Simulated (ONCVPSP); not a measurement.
## u(r) = r·R(r): atom against pseudo-atom (Sc (Z = 21))

Columns: radius, all-electron u(r) and pseudo u(r) of the 3d shell (level -3.42 eV) of scandium in the configuration [Ne] 3s2 3p6 3d1 4s2; LDA (Perdew-Zunger), scalar-relativistic, ONCV scheme, ONCVPSP 4.0.1.

| r (bohr) | all-electron | pseudo |
| --- | --- | --- |
| 0.100 | 0.0239 | 0.0037 |
| 0.200 | 0.1103 | 0.0279 |
| 0.300 | 0.2295 | 0.0863 |
| 0.400 | 0.3517 | 0.1818 |
| 0.500 | 0.4602 | 0.3056 |
| 0.600 | 0.5483 | 0.4408 |
| 0.700 | 0.6148 | 0.5676 |
| 0.800 | 0.6612 | 0.6696 |
| 0.900 | 0.6905 | 0.7372 |
| 1.000 | 0.7057 | 0.7695 |
| 1.100 | 0.7099 | 0.7727 |
| 1.200 | 0.7059 | 0.7560 |
| 1.300 | 0.6957 | 0.7293 |
| 1.400 | 0.6810 | 0.6998 |
| 1.500 | 0.6632 | 0.6717 |
| 1.600 | 0.6432 | 0.6462 |
| 1.700 | 0.6219 | 0.6226 |
| 1.800 | 0.5998 | 0.5999 |
| 1.900 | 0.5774 | 0.5774 |
| 2.000 | 0.5550 | 0.5550 |
| 2.100 | 0.5328 | 0.5328 |
| 2.200 | 0.5111 | 0.5110 |
| 2.300 | 0.4899 | 0.4898 |
| 2.400 | 0.4693 | 0.4693 |
| 2.500 | 0.4494 | 0.4494 |
| 2.600 | 0.4302 | 0.4302 |

**Question.** How many radial nodes do the two functions have?

**Answer.** The all-electron 3d function has n − l − 1 = 0; the pseudo-wave has 0.

**Question.** At about which radius was the pseudo-wave matched?

**Answer.** 2.00 bohr. The columns agree to 0.0005 from 1.80 bohr on; several derivatives are matched, so the curves merge somewhat inside the radius.

**Question.** Is the pseudo-wave norm-conserving?

**Answer.** Yes: the ONCV scheme keeps the norm inside the radius equal to the all-electron one, which fixes the energy derivative of the logarithmic derivative at the level.
